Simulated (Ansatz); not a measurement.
Harmonic vibrations of C2H7AlSSi (`C=[C]([AlH2])[SiH2]S`) by finite differences.

```yaml
crystal:
  periodic: [false, false, false]
  atoms:
    - {symbol: C, position_ang: [1.265906, -0.486165, -1.516479]}
    - {symbol: C, position_ang: [0.358913, -0.367946, -0.545295]}
    - {symbol: Al, position_ang: [0.295622, -1.012966, 1.343506]}
    - {symbol: Si, position_ang: [-1.106645, 0.737853, -0.557941]}
    - {symbol: S, position_ang: [-1.242071, 1.031186, 1.632219]}
    - {symbol: H, position_ang: [1.197959, 0.032690, -2.473414]}
    - {symbol: H, position_ang: [2.148091, -1.116879, -1.409806]}
    - {symbol: H, position_ang: [1.538108, -0.716982, 2.292944]}
    - {symbol: H, position_ang: [-0.729320, -2.188946, 1.659104]}
    - {symbol: H, position_ang: [-1.045918, 2.069943, -1.217792]}
    - {symbol: H, position_ang: [-2.405374, 0.084451, -0.857010]}
    - {symbol: H, position_ang: [-0.198171, 1.878557, 1.684164]}
basis:
  gaussian: {orbitals: def2-TZVP}
hamiltonian: {xc: pbe0, dispersion: d4}
phonons: {temperatures: {t_min: 298.15, t_max: 900, t_step: 200}}
```

```sh
$ ansatz run in.yaml --threads 4 --pin off --events-out ev --progress --plain
```

It prints (some lines left out):

```
Functional definition: PBE0
mean field -27486.63452280 eV, -1010.1151876027 hartree, gradient 3.7e-5 eV, S^2 0.000000; 0 other end points of the search recorded, 0 dependent functions left out
mean field -27486.63438941 eV, -1010.1151827008 hartree, gradient 2.5e-6 eV, S^2 0.000000; 0 other end points of the search recorded, 0 dependent functions left out
mean field -27486.63430808 eV, -1010.1151797119 hartree, gradient 2.5e-6 eV, S^2 0.000000; 0 other end points of the search recorded, 0 dependent functions left out
mean field -27486.63440769 eV, -1010.1151833728 hartree, gradient 1.8e-6 eV, S^2 0.000000; 0 other end points of the search recorded, 0 dependent functions left out
mean field -27486.63444794 eV, -1010.1151848519 hartree, gradient 1.2e-6 eV, S^2 0.000000; 0 other end points of the search recorded, 0 dependent functions left out
mean field -27486.63429273 eV, -1010.1151791478 hartree, gradient 2.7e-6 eV, S^2 0.000000; 0 other end points of the search recorded, 0 dependent functions left out
mean field -27486.63436600 eV, -1010.1151818406 hartree, gradient 2.5e-6 eV, S^2 0.000000; 0 other end points of the search recorded, 0 dependent functions left out
mean field -27486.63440480 eV, -1010.1151832664 hartree, gradient 2.9e-6 eV, S^2 0.000000; 0 other end points of the search recorded, 0 dependent functions left out
mean field -27486.63437632 eV, -1010.1151822198 hartree, gradient 2.5e-6 eV, S^2 0.000000; 0 other end points of the search recorded, 0 dependent functions left out
mean field -27486.63447549 eV, -1010.1151858641 hartree, gradient 1.4e-6 eV, S^2 0.000000; 0 other end points of the search recorded, 0 dependent functions left out
mean field -27486.63447464 eV, -1010.1151858329 hartree, gradient 1.7e-6 eV, S^2 0.000000; 0 other end points of the search recorded, 0 dependent functions left out
mean field -27486.63435674 eV, -1010.1151815002 hartree, gradient 2.5e-6 eV, S^2 0.000000; 0 other end points of the search recorded, 0 dependent functions left out
mean field -27486.63440332 eV, -1010.1151832122 hartree, gradient 2.5e-6 eV, S^2 0.000000; 0 other end points of the search recorded, 0 dependent functions left out
mean field -27486.63448004 eV, -1010.1151860314 hartree, gradient 1.2e-6 eV, S^2 0.000000; 0 other end points of the search recorded, 0 dependent functions left out
mean field -27486.63445513 eV, -1010.1151851161 hartree, gradient 2.9e-6 eV, S^2 0.000000; 0 other end points of the search recorded, 0 dependent functions left out
mean field -27486.63446521 eV, -1010.1151854865 hartree, gradient 1.5e-6 eV, S^2 0.000000; 0 other end points of the search recorded, 0 dependent functions left out
mean field -27486.63449467 eV, -1010.1151865693 hartree, gradient 1.5e-6 eV, S^2 0.000000; 0 other end points of the search recorded, 0 dependent functions left out
mean field -27486.63449357 eV, -1010.1151865288 hartree, gradient 1.3e-6 eV, S^2 0.000000; 0 other end points of the search recorded, 0 dependent functions left out
mean field -27486.63443885 eV, -1010.1151845178 hartree, gradient 1.9e-6 eV, S^2 0.000000; 0 other end points of the search recorded, 0 dependent functions left out
mean field -27486.63438782 eV, -1010.1151826425 hartree, gradient 1.0e-6 eV, S^2 0.000000; 0 other end points of the search recorded, 0 dependent functions left out
mean field -27486.63446329 eV, -1010.1151854160 hartree, gradient 2.9e-6 eV, S^2 0.000000; 0 other end points of the search recorded, 0 dependent functions left out
mean field -27486.63444995 eV, -1010.1151849258 hartree, gradient 2.4e-6 eV, S^2 0.000000; 0 other end points of the search recorded, 0 dependent functions left out
mean field -27486.63440652 eV, -1010.1151833297 hartree, gradient 3.0e-6 eV, S^2 0.000000; 0 other end points of the search recorded, 0 dependent functions left out
mean field -27486.63444131 eV, -1010.1151846080 hartree, gradient 2.0e-6 eV, S^2 0.000000; 0 other end points of the search recorded, 0 dependent functions left out
mean field -27486.63447427 eV, -1010.1151858195 hartree, gradient 2.1e-6 eV, S^2 0.000000; 0 other end points of the search recorded, 0 dependent functions left out
mean field -27486.63443697 eV, -1010.1151844488 hartree, gradient 2.1e-6 eV, S^2 0.000000; 0 other end points of the search recorded, 0 dependent functions left out
mean field -27486.63448674 eV, -1010.1151862776 hartree, gradient 1.1e-6 eV, S^2 0.000000; 0 other end points of the search recorded, 0 dependent functions left out
mean field -27486.63451928 eV, -1010.1151874735 hartree, gradient 1.1e-6 eV, S^2 0.000000; 0 other end points of the search recorded, 0 dependent functions left out
mean field -27486.63443797 eV, -1010.1151844852 hartree, gradient 1.6e-6 eV, S^2 0.000000; 0 other end points of the search recorded, 0 dependent functions left out
mean field -27486.63452120 eV, -1010.1151875442 hartree, gradient 1.3e-6 eV, S^2 0.000000; 0 other end points of the search recorded, 0 dependent functions left out
mean field -27486.63444039 eV, -1010.1151845745 hartree, gradient 1.1e-6 eV, S^2 0.000000; 0 other end points of the search recorded, 0 dependent functions left out
mean field -27486.63451220 eV, -1010.1151872134 hartree, gradient 2.2e-6 eV, S^2 0.000000; 0 other end points of the search recorded, 0 dependent functions left out
mean field -27486.63450341 eV, -1010.1151868901 hartree, gradient 1.6e-6 eV, S^2 0.000000; 0 other end points of the search recorded, 0 dependent functions left out
mean field -27486.63449715 eV, -1010.1151866604 hartree, gradient 7.5e-7 eV, S^2 0.000000; 0 other end points of the search recorded, 0 dependent functions left out
mean field -27486.63448669 eV, -1010.1151862760 hartree, gradient 7.7e-7 eV, S^2 0.000000; 0 other end points of the search recorded, 0 dependent functions left out
mean field -27486.63442884 eV, -1010.1151841500 hartree, gradient 8.7e-7 eV, S^2 0.000000; 0 other end points of the search recorded, 0 dependent functions left out
mean field -27486.63445291 eV, -1010.1151850346 hartree, gradient 1.2e-6 eV, S^2 0.000000; 0 other end points of the search recorded, 0 dependent functions left out
mean field -27486.63445773 eV, -1010.1151852116 hartree, gradient 1.1e-6 eV, S^2 0.000000; 0 other end points of the search recorded, 0 dependent functions left out
mean field -27486.63444457 eV, -1010.1151847281 hartree, gradient 2.4e-6 eV, S^2 0.000000; 0 other end points of the search recorded, 0 dependent functions left out
mean field -27486.63447186 eV, -1010.1151857309 hartree, gradient 2.8e-6 eV, S^2 0.000000; 0 other end points of the search recorded, 0 dependent functions left out
mean field -27486.63449233 eV, -1010.1151864832 hartree, gradient 3.0e-6 eV, S^2 0.000000; 0 other end points of the search recorded, 0 dependent functions left out
mean field -27486.63450053 eV, -1010.1151867844 hartree, gradient 1.2e-6 eV, S^2 0.000000; 0 other end points of the search recorded, 0 dependent functions left out
mean field -27486.63451176 eV, -1010.1151871971 hartree, gradient 1.6e-6 eV, S^2 0.000000; 0 other end points of the search recorded, 0 dependent functions left out
mean field -27486.63451385 eV, -1010.1151872740 hartree, gradient 1.8e-6 eV, S^2 0.000000; 0 other end points of the search recorded, 0 dependent functions left out
mean field -27486.63448022 eV, -1010.1151860379 hartree, gradient 1.3e-6 eV, S^2 0.000000; 0 other end points of the search recorded, 0 dependent functions left out
mean field -27486.63450829 eV, -1010.1151870695 hartree, gradient 1.7e-6 eV, S^2 0.000000; 0 other end points of the search recorded, 0 dependent functions left out
mean field -27486.63452794 eV, -1010.1151877917 hartree, gradient 1.6e-6 eV, S^2 0.000000; 0 other end points of the search recorded, 0 dependent functions left out
mean field -27486.63452153 eV, -1010.1151875564 hartree, gradient 1.7e-6 eV, S^2 0.000000; 0 other end points of the search recorded, 0 dependent functions left out
mean field -27486.63449059 eV, -1010.1151864191 hartree, gradient 1.2e-6 eV, S^2 0.000000; 0 other end points of the search recorded, 0 dependent functions left out
mean field -27486.63449646 eV, -1010.1151866348 hartree, gradient 1.6e-6 eV, S^2 0.000000; 0 other end points of the search recorded, 0 dependent functions left out
mean field -27486.63451193 eV, -1010.1151872033 hartree, gradient 1.8e-6 eV, S^2 0.000000; 0 other end points of the search recorded, 0 dependent functions left out
mean field -27486.63447883 eV, -1010.1151859869 hartree, gradient 1.1e-6 eV, S^2 0.000000; 0 other end points of the search recorded, 0 dependent functions left out
mean field -27486.63451990 eV, -1010.1151874962 hartree, gradient 1.6e-6 eV, S^2 0.000000; 0 other end points of the search recorded, 0 dependent functions left out
mean field -27486.63452620 eV, -1010.1151877277 hartree, gradient 1.9e-6 eV, S^2 0.000000; 0 other end points of the search recorded, 0 dependent functions left out
mean field -27486.63450846 eV, -1010.1151870760 hartree, gradient 1.9e-6 eV, S^2 0.000000; 0 other end points of the search recorded, 0 dependent functions left out
mean field -27486.63451662 eV, -1010.1151873756 hartree, gradient 1.5e-6 eV, S^2 0.000000; 0 other end points of the search recorded, 0 dependent functions left out
mean field -27486.63451657 eV, -1010.1151873739 hartree, gradient 1.3e-6 eV, S^2 0.000000; 0 other end points of the search recorded, 0 dependent functions left out
mean field -27486.63448270 eV, -1010.1151861293 hartree, gradient 2.7e-6 eV, S^2 0.000000; 0 other end points of the search recorded, 0 dependent functions left out
mean field -27486.63447252 eV, -1010.1151857552 hartree, gradient 1.9e-6 eV, S^2 0.000000; 0 other end points of the search recorded, 0 dependent functions left out
mean field -27486.63450842 eV, -1010.1151870745 hartree, gradient 2.1e-6 eV, S^2 0.000000; 0 other end points of the search recorded, 0 dependent functions left out
mean field -27486.63450744 eV, -1010.1151870384 hartree, gradient 2.2e-6 eV, S^2 0.000000; 0 other end points of the search recorded, 0 dependent functions left out
mean field -27486.63446570 eV, -1010.1151855044 hartree, gradient 2.2e-6 eV, S^2 0.000000; 0 other end points of the search recorded, 0 dependent functions left out
mean field -27486.63449146 eV, -1010.1151864513 hartree, gradient 8.4e-7 eV, S^2 0.000000; 0 other end points of the search recorded, 0 dependent functions left out
mean field -27486.63450267 eV, -1010.1151868631 hartree, gradient 1.7e-6 eV, S^2 0.000000; 0 other end points of the search recorded, 0 dependent functions left out
mean field -27486.63451081 eV, -1010.1151871621 hartree, gradient 2.1e-6 eV, S^2 0.000000; 0 other end points of the search recorded, 0 dependent functions left out
mean field -27486.63450917 eV, -1010.1151871021 hartree, gradient 1.8e-6 eV, S^2 0.000000; 0 other end points of the search recorded, 0 dependent functions left out
mean field -27486.63452062 eV, -1010.1151875226 hartree, gradient 1.7e-6 eV, S^2 0.000000; 0 other end points of the search recorded, 0 dependent functions left out
mean field -27486.63446100 eV, -1010.1151853317 hartree, gradient 1.0e-6 eV, S^2 0.000000; 0 other end points of the search recorded, 0 dependent functions left out
mean field -27486.63448489 eV, -1010.1151862098 hartree, gradient 8.8e-7 eV, S^2 0.000000; 0 other end points of the search recorded, 0 dependent functions left out
mean field -27486.63449485 eV, -1010.1151865759 hartree, gradient 1.6e-6 eV, S^2 0.000000; 0 other end points of the search recorded, 0 dependent functions left out
mean field -27486.63448206 eV, -1010.1151861058 hartree, gradient 2.9e-6 eV, S^2 0.000000; 0 other end points of the search recorded, 0 dependent functions left out
mean field -27486.63452446 eV, -1010.1151876640 hartree, gradient 2.3e-6 eV, S^2 0.000000; 0 other end points of the search recorded, 0 dependent functions left out
mean field -27486.63451004 eV, -1010.1151871338 hartree, gradient 1.9e-6 eV, S^2 0.000000; 0 other end points of the search recorded, 0 dependent functions left out
Total energy: -27486.93683627 eV, -1010.1262974181 hartree
Atom 0 at     1.265906    -0.486165    -1.516479 Å, force     0.003671    -0.003069    -0.000032 eV/Å
Atom 1 at     0.358913    -0.367946    -0.545295 Å, force     0.000434     0.003922    -0.001028 eV/Å
Atom 2 at     0.295622    -1.012966     1.343506 Å, force     0.003324     0.001176     0.000633 eV/Å
Atom 3 at    -1.106645     0.737853    -0.557941 Å, force    -0.004975     0.001895    -0.002213 eV/Å
Atom 4 at    -1.242071     1.031186     1.632219 Å, force     0.001024     0.002611     0.000326 eV/Å
Atom 5 at     1.197959     0.032690    -2.473414 Å, force    -0.001222     0.002805    -0.000914 eV/Å
Atom 6 at     2.148091    -1.116879    -1.409806 Å, force    -0.001058    -0.002641     0.000908 eV/Å
Atom 7 at     1.538108    -0.716982     2.292944 Å, force     0.000892    -0.000931    -0.000238 eV/Å
Atom 8 at    -0.729320    -2.188946     1.659104 Å, force    -0.002119    -0.000354    -0.000872 eV/Å
Atom 9 at    -1.045918     2.069943    -1.217792 Å, force     0.002755    -0.002385     0.003462 eV/Å
Atom 10 at    -2.405374     0.084451    -0.857010 Å, force     0.000049    -0.002523     0.000567 eV/Å
Atom 11 at    -0.198171     1.878557     1.684164 Å, force    -0.002776    -0.000505    -0.000599 eV/Å
Dipole moment:    -0.015593     0.449195    -0.349349 e Å
Vibrations: 54.22 197.11 202.41 228.52 302.35 306.22 418.38 450.24 502.43 521.45 522.57 600.30 619.47 716.54 738.78 745.28 761.40 828.63 937.59 1015.47 1123.13 1468.11 1667.17 1894.82 1898.15 2211.04 2237.34 2699.82 3086.78 3153.90 cm⁻¹, zero-point energy 1.990544 eV
```

Hardware: 4 threads of a server CPU on a shared host. Wall time 3.7 min, peak host memory 0.71 GiB.
